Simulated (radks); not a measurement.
The numbers below are computed, except where a source is named.
B3+, configuration [He].

Level of theory: scalar-relativistic Kohn-Sham, LB94 model potential, spin-polarised, spherical densities, finite nucleus; Fermi nuclear charge, rms radius 2.406 fm (a radial shooting solver on a logarithmic mesh with Libxc functionals).

Energy parts (hartree):
| part | energy |
|---|---|
| kinetic | 21.82637 |
| electron-nucleus | -46.70631 |
| Hartree | 5.77487 |
(The LB94 potential has no energy functional, so no total or exchange-correlation energy is given.)

Orbitals (lengths in bohr, moments of r in powers of bohr; <r^-3> diverges for s and p1/2; r(max) is where P^2 peaks):
\begin{tabular}{lrrrrrr}
orbital & occ. & eigenvalue (hartree) & <r^2> & <r^-3> & r(max) & <r> \\ \hline
1s & 2 & -9.24699 & 0.1437 & - & 0.2110 & 0.3264 \\
\end{tabular}

The highest occupied level is 1s at -251.62 eV. The density falls to 0.001 e/bohr^3 at r = 1.22 bohr. The electron density at the nucleus is 69.88 e/bohr^3 (large components only). Summed over all electrons, <r^2> = 0.2875 bohr^2, which gives a Langevin (diamagnetic) susceptibility term of -0.228 x 10^-6 cm^3/mol.
